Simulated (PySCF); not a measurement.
Computed structure and properties of [Eu(NH3)3]3+

System: [Eu(NH3)3]3+ (singlet in the valence; each metal's 4f electrons, 6 of them, lie in its core potential, out of spins and levels); start: displaced along the imaginary mode (C3). Method: PySCF 2.14.0, RKS PBE, Eu lcecp-1-SVP with ECP52, N def2-SVP, H def2-SVP; non-relativistic Hamiltonian with scalar-relativistic core potentials where named; density fitting; no spin-orbit coupling.

Input of the relaxation:

```python
mol = gto.M(atom='''
Eu    -0.00000    -0.00000    -0.01539
N      2.45654     0.00130     0.04469
H      2.89469    -0.64340     0.76927
H      2.92663    -0.30063    -0.86163
H      2.91123     0.94312     0.25000
N     -1.22940     2.12678     0.04469
H     -0.89014     2.82857     0.76927
H     -1.20296     2.68485    -0.86163
H     -2.27238     2.04964     0.25000
N     -1.22714    -2.12808     0.04469
H     -2.00454    -2.18517     0.76927
H     -1.72367    -2.38422    -0.86163
H     -0.63885    -2.99276     0.25000''',
    basis={'Eu': 'lcecp-1-SVP', 'N': 'def2-SVP', 'H': 'def2-SVP'},
    ecp={'Eu': 'lcecp-1-SVP'},
    charge=3, spin=0)
mf = dft.RKS(mol, xc='PBE')
mf.grids.atom_grid = (50, 194)  # f atoms: unpruned, at least (60, 302)
mf = mf.density_fit()  # fitting sets: Eu AutoAux, N def2-universal-JKFIT, H def2-universal-JKFIT
mf.conv_tol = 1e-08; mf.max_cycle = 55
mf.kernel(dm0)  # dm0: converged density of the start geometry
# quasi-Newton relaxation in Cartesian coordinates to a largest gradient under 0.00045 Eh/bohr, steps kept in the point group
```

Run from Python with OMP_NUM_THREADS=2; the lines above give its settings. Where DIIS fails, smearing, a level shift and second-order steps follow.
It took 88 s on 2 threads of Arm Neoverse V2, on a shared host, from the converged density of the start.

Course of the relaxation:

```
step  energy above end (eV)  largest force component within the symmetry (eV/Å)
   0                 0.1076                                               0.701
   1                 0.0460                                               0.025
   2                 0.0456                                               0.022
   3                 0.0442                                               0.053
   4                 0.0422                                               0.240
   5                 0.0377                                               0.194
   6                 0.0314                                               0.236
   7                 0.0213                                               0.157
  11                 0.0049                                               0.079
  12                 0.0019                                               0.066
  13                 0.0005                                               0.057
  14                 0.0002                                               0.034
  15                 0.0000                                               0.020
  16                 0.0000                                               0.014
```
(The steps between are left out.)

Relaxed geometry (C3):

```xyz
13

Eu    0.0000    0.0000   -0.7783
N     2.3164   -0.0011    0.0120
H     2.5398   -0.6418    0.8076
H     3.0222   -0.2794   -0.7096
H     2.6835    0.9190    0.3467
N    -1.1572    2.0066    0.0120
H    -0.7141    2.5204    0.8076
H    -1.2692    2.7570   -0.7096
H    -2.1376    1.8644    0.3467
N    -1.1592   -2.0055    0.0120
H    -1.8257   -1.8786    0.8076
H    -1.7531   -2.4776   -0.7096
H    -0.5458   -2.7835    0.3467
```

| contact | Å |
| --- | --- |
| Eu1–N2 (NH3) | 2.448 |
| Eu1–N6 (NH3) | 2.448 |
| Eu1–N10 (NH3) | 2.448 |

On the finer grid (75, 302):

The HOMO is -22.87 eV, the LUMO is -17.24 eV and the dipole about the centre of mass is 2.77 D. The set of Mulliken populations of Eu1 outside the core potential is s 2.25, p 6.16, d 0.85, f 0.03. The D3(BJ) dispersion energy (not in the energies) is -0.207 eV.

| atom | Mulliken (e) | Löwdin (e) | spin (e) |
| --- | --- | --- | --- |
| Eu1 | 1.72 | 1.47 | 0.00 |
| N2 | -0.33 | 0.00 | 0.00 |
| H3 | 0.25 | 0.17 | 0.00 |
| H4 | 0.25 | 0.17 | 0.00 |
| H5 | 0.25 | 0.17 | 0.00 |
| N6 | -0.33 | 0.00 | 0.00 |
| H7 | 0.25 | 0.17 | 0.00 |
| H8 | 0.25 | 0.17 | 0.00 |
| H9 | 0.25 | 0.17 | 0.00 |
| N10 | -0.33 | 0.00 | 0.00 |
| H11 | 0.25 | 0.17 | 0.00 |
| H12 | 0.25 | 0.17 | 0.00 |
| H13 | 0.25 | 0.17 | 0.00 |

The 4f levels lie in the core potential and are missing. Their spin isn't counted.

On the grid (50, 194), as all that follows. Harmonic modes: 3 unstable but soft, so probably a saddle point, though modes this soft are near the noise (counted below −25 cm⁻¹); lowest -43 cm⁻¹ (negative: unstable), highest 3314 cm⁻¹, zero-point energy 2.981 eV.

Taking off one NH3 (charge 0, singlet; the rest: singlet) in vacuum, both parts rigid, costs 4.01 eV; the small basis without counterpoise inflates it. Parting with an electron moved from the ligand to the metal can be far cheaper, even downhill.

Rigid scan of NH3 along the line from its metal:

| distance to N2 (Å) | energy (eV) |
| --- | --- |
| 2.15 | 0.465 |
| 2.25 | 0.180 |
| 2.35 | 0.039 |
| 2.45 | 0.000 |
| 2.55 | 0.030 |
| 2.65 | 0.107 |
| 2.85 | 0.340 |

One start shape was tried, so this needn't be the lowest isomer.

An lcecp potential fixes the number of 4f electrons, so in runs with it no electron can move into or out of that shell.
